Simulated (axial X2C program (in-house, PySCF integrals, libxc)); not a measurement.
## Estimating the spin–orbit splitting of the π levels of BeI⁻

All values were computed with an in-house relativistic program for diatomic molecules. Spin-free means the one-electron spin-free X2C Hamiltonian; two-component (2c) means X2C with spin–orbit coupling and atomic mean-field two-electron Coulomb and Gaunt terms, so the difference of the two also holds small scalar two-electron terms. Basis: I dyall-acv3z [12s13p9d5f1g], Be dyall-av3z [9s9p4d2f] (cores contracted in-house); Gaussian nuclei, density fitting, unrestricted open shells. Masses: I 126.904 u, Be 9.012 u.

Hartree–Fock at 2.477 Å, closed shell. Valence p splittings ε(p3/2) − ε(p1/2) of spherical Dirac–Hartree–Fock atoms with fractionally filled p shells: I 5p 1.128 eV.

```json
{"filled π level (eV), spin-free": "-5.42", "I p share": "0.85", "Be p share": "0.05"}
```

Problem. In first order a p shell splits by 3ζ/2 and a π orbital by ζ. Estimate the splitting of each π level from the shares.

Solution. level -5.42 eV: (2/3) × (0.85 × 1.128) = 0.64 eV.

The two-component Hartree–Fock calculation gives:

```tsv
ε(ω = 1/2) (eV)	σ share of it	ε(ω = 3/2) (eV)	splitting (eV)	estimate (eV)
-5.670	0.10	-5.069	0.60	0.64
```

The estimate leaves out the mixing of π1/2 with σ1/2 levels, which pushes the ω = 1/2 spinor up or down, the d and f parts of the orbital, small shares of the strongly split outer-core p shell of a metal, the Gaunt term (absent from the atomic values), and the change of the atomic p orbitals with charge; Löwdin shares depend on the basis.
